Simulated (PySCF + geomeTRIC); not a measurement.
Species: AlCl2F, SMILES `[F][Al]([Cl])[Cl]` (charge 0, multiplicity 1).

### Question
Give a relaxed geometry from ωB97X-D3(BJ)/def2-TZVP in PySCF + geomeTRIC.

### Answer
the end point of this relaxation (outside a Z-matrix the atoms follow the SMILES, hydrogens last).
Bonds (Å): F1–Al2 1.638, Al2–Cl3 2.063, Al2–Cl4 2.063. Angles (°): F1–Al2–Cl3 119.3, F1–Al2–Cl4 119.3, Cl3–Al2–Cl4 121.4.
